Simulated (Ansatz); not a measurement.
Ansatz (an electronic-structure program) input:
A basis named .json is the Basis Set Exchange file of that set.

Ansatz 0.2 input:
```yaml
crystal:
  periodic: [false, false, false]
  atoms:
    - {symbol: Si, position_ang: [0.08688060, -0.65022964, 0.65075238]}
    - {symbol: N, position_ang: [-1.11004996, 0.79455577, 0.33711825]}
    - {symbol: Si, position_ang: [-2.88557156, 0.30831515, 0.02009655]}
    - {symbol: N, position_ang: [1.67236229, -0.11928474, 0.47127887]}
    - {symbol: Si, position_ang: [2.62251457, -0.05433288, -1.02092919]}
    - {symbol: H, position_ang: [-0.28383893, -1.01559697, 2.02339606]}
    - {symbol: H, position_ang: [-0.35943680, -1.57360464, -0.39942795]}
    - {symbol: H, position_ang: [-1.06029958, 1.43715856, 1.13061927]}
    - {symbol: H, position_ang: [-3.14209070, -0.73655443, 1.02086527]}
    - {symbol: H, position_ang: [-2.86604946, -0.18148101, -1.36352563]}
    - {symbol: H, position_ang: [-3.66584851, 1.53613895, 0.22179054]}
    - {symbol: H, position_ang: [2.16783280, 0.12203434, 1.32170894]}
    - {symbol: H, position_ang: [3.67189231, -1.08811856, -1.01426287]}
    - {symbol: H, position_ang: [1.62392453, -0.30531624, -2.08351827]}
    - {symbol: H, position_ang: [3.20375692, 1.29443220, -1.15566667]}
    - {symbol: H, position_ang: [-0.75955970, 1.33147400, -0.45963473]}
basis:
  gaussian:
    orbitals: aug-cc-pV_D+d_Z.json
total_charge: 1
magnetization: {spin_polarized: false}
correlation: {method: ccsd_t, electrons: outside_noble_gas}
output: {forces: true}
```

Q: Predict the final energy.

A: -982.78713 Eh (CCSD(T)/aug-cc-pV(D+d)Z). The basis has 241 functions.

It need not be the lowest isomer of its formula.
